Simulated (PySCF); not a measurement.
## SiBr4: core ionisation energies

Species: SiBr₄.
Numbering: `[Br:1][Si:2]([Br:3])([Br:4])[Br:5]`

Theory: delta-SCF UKS SCAN, pcX-2 on the ionised atom, pcseg-1 elsewhere, spin-free X2C (PySCF). Each binding energy is the total energy of the core-ionised species, with the hole localised on one atom, minus that of the ground state; both are solved self-consistently, so orbital relaxation is included.

Question: List the computed XPS lines with their assignment.

Answer: 
| atom(s) | environment | level | binding energy (eV) | 2p1/2 (eV) | count |
| --- | --- | --- | --- | --- | --- |
| Si2 | four-coordinate silicon | Si 1s | 1849.96 | – | 1 |
| Si2 | four-coordinate silicon | Si 2p3/2 | 109.82 | 110.44 | 1 |

Question: What is the longest wavelength that can ionise Si 1s of Si2 vertically?

Answer: λ = hc/E = 12398.42 eV Å / 1849.96 eV = 6.702 Å.

For 2p shells one spin-free hole was relaxed; a mean-field spin–orbit operator and the ground-state splitting of the three 2p orbitals were then diagonalised within the shell. The shell's mean is (2 × 2p3/2 + 2p1/2)/3, and the degeneracies 2j + 1 give areas of 2:1. 2p1/2 minus 2p3/2 (ligand field included): Si 0.62 eV. No level of bromine is listed. Geometry: PBE0-D3(BJ)/def2-SVP; no solvent, vibrations or thermal averaging.
